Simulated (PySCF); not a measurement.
## Nuclear quadrupole coupling in `O=Cc1cccpc1`

Species: C6H5OP.
SMILES with atom numbers: `[O:1]=[CH:2][c:3]1[cH:4][cH:5][cH:6][p:7][cH:8]1` (hydrogens: H9 on C2; H10 on C4; H11 on C5; H12 on C6; H13 on C8)

Field gradients from the PBE0/pcSseg-1 density (PySCF, non-relativistic), principal values in atomic units, ordered |Vxx| ≤ |Vyy| ≤ |Vzz|:

```
atom     Vxx     Vyy      Vzz
  O1  0.4566  1.5305  -1.9871
```

Find the asymmetry η = (Vxx − Vyy)/Vzz and the couplings χ = eQV/h (234.96 MHz × Q in barn × V in au), with Q(17O) = −0.0256 b.

| atom | environment | nucleus | η | χzz (MHz) | χxx (MHz) | χyy (MHz) |
| --- | --- | --- | --- | --- | --- | --- |
| O1 | aldehyde oxygen | 17O | 0.54 | 11.95 | -2.75 | -9.21 |

What is Vzz at O1 in SI units (1 au = 9.71736 × 10²¹ V/m²)?

-1.9871 au = -19.310 × 10²¹ V/m².

And the gradient at the other heavy atoms, for which no coupling is worked out here?

```tsv
atom	environment	Vzz (au)	η
C2	aldehyde carbon	0.538	0.03
C3	substituted aromatic carbon	0.316	0.25
C4	aromatic CH carbon	0.402	0.07
C5	aromatic CH carbon	0.362	0.13
C6	aromatic CH carbon	0.380	0.08
P7	phosphorus bonded to 2 C	-1.316	0.42
C8	aromatic CH carbon	0.372	0.06
```

What couplings would deuterons (Q(2H) = 0.00286 b) have in place of the hydrogens, at this geometry?

| atom | bonded to | bond length (Å) | Vzz (au) | η | χzz (kHz) |
| --- | --- | --- | --- | --- | --- |
| H9 | C2 | 1.109 | 0.2672 | 0.03 | 180 |
| H10 | C4 | 1.080 | 0.3169 | 0.04 | 213 |
| H11 | C5 | 1.082 | 0.3193 | 0.06 | 215 |
| H12 | C6 | 1.084 | 0.3210 | 0.06 | 216 |
| H13 | C8 | 1.084 | 0.3190 | 0.07 | 214 |

Isolated species at its GFN2-xTB geometry (one conformer only). GFN2-xTB bond lengths can be off by several hundredths of an ångström, more for odd bonds, and the gradients follow them. These gradients aren't converged with respect to the basis.

These values come from a run that also computed NMR shieldings. Rough CPU time on one thread of a shared machine: about 60 s.

Shape of the structure used: `[O:1]=[CH:2][c:3]1[cH:4][cH:5][cH:6][p:7][cH:8]1`: O1–C2–C3–C4 0°.
